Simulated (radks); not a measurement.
S3+, 13 electrons, occupied as [Ne] 3s2 4s1 (not the ground configuration).

All-electron calculation, Dirac Kohn-Sham, RPBE, spin-unpolarised, spherical densities, finite nucleus; Fermi nuclear charge, rms radius 3.2611 fm. Program: a radial shooting solver on a logarithmic mesh with Libxc functionals.

Energy parts (eV):
total: -10772.397
kinetic: 10823.089
electron-nucleus: -25080.505
Hartree: 4145.049
exchange-correlation: -660.030

Orbitals (lengths in bohr, moments of r in powers of bohr; r(90%) holds 90 % of the orbital's charge):
orbital,occ.,eigenvalue (eV),r(90%),<r^4>
1s1/2,2,-2458.458,0.173,0.0004116
2s1/2,2,-261.6710,0.746,0.1320
2p1/2,2,-207.3317,0.729,0.1231
2p3/2,4,-206.0570,0.732,0.1252
3s1/2,2,-57.1623,2.19,9.709
4s1/2,1,-21.8783,4.80,229.7

The highest occupied level is 4s1/2 at -21.878 eV. Summed over all electrons, <r^2> = 19.82 bohr^2, which gives a Langevin (diamagnetic) susceptibility term of -15.7 x 10^-6 cm^3/mol.
